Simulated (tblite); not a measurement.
C7H7OS (doublet state).
Numbering: `[CH3:1][S:2][c:3]1[cH:4][cH:5][cH:6][c:7]([O:8])[cH:9]1` (hydrogens: H10, H11, H12 on C1; H13 on C4; H14 on C5; H15 on C6; H16 on C9)

Cartesian coordinates in Å at the GFN2-xTB level; atoms count from 1:
```
atom  x, y, z in Å
C1    -2.870   -0.540   -0.497
S2    -1.901    0.978   -0.678
C3    -0.273    0.489   -0.189
C4     0.687    1.518   -0.249
C5     2.007    1.265    0.111
C6     2.389    0.018    0.528
C7     1.435   -1.076    0.603
O8     1.767   -2.209    0.974
C9     0.076   -0.767    0.219
H10   -3.884   -0.284   -0.788
H11   -2.853   -0.865    0.540
H12   -2.476   -1.308   -1.156
H13    0.381    2.500   -0.576
H14    2.729    2.067    0.058
H15    3.407   -0.197    0.813
H16   -0.628   -1.581    0.276
```

Computed geometry: GFN2-xTB, gas phase. This method treats the open shell by occupation alone, without spin polarisation.

Take the most abundant isotopes and a rigid rotor. The values belong to one conformer with, in the numbering `[CH3:1][S:2][c:3]1[cH:4][cH:5][cH:6][c:7]([O:8])[cH:9]1`, C1–S2–C3–C4 180°.

Question: What are A, B and C (MHz)?

Answer: Ia = 190.42, Ib = 516.70, Ic = 703.88 u·Å²; 505379 MHz·u·Å²/I gives A = 2654, B = 978.1, C = 718.0 MHz.

Question: What kind of rotor is it?

Answer: An asymmetric top. Ray's parameter κ = (2B − A − C)/(A − C) = -0.731; −1 is the prolate and +1 the oblate limit.

Question: Is it planar, by Δ = Ic − Ia − Ib?

Answer: Not planar: Δ = Ic − Ia − Ib = -3.24 u·Å². For a rigid frame Δ = −2 Σ m c², so Σ m c² = 1.62 u·Å² lies off the ab plane, practically all of it from hydrogen. The atom farthest from that plane is 0.90 Å away.

Question: Estimate the classical rotational partition function at 10 K, 298.15 K and 500 K.

Answer: Point group Cs, symmetry number σ = 1; q = (√π/σ)·√((kT/h)³/(ABC)), k/h = 20836.6 MHz/K: 3900 at 10 K, 636000 at 298.15 K, 1380000 at 500 K.

For this open shell read J as N, the rotation without spin; fine and hyperfine splittings come on top. Its GFN2-xTB frequencies are all real (lowest 50 cm⁻¹). No vibrational averaging or centrifugal distortion is included, and the geometry carries the error of its method.

Time: 1.0 s wall. Hardware: Arm Neoverse N1, one thread, shared host. This is the geometry optimisation.
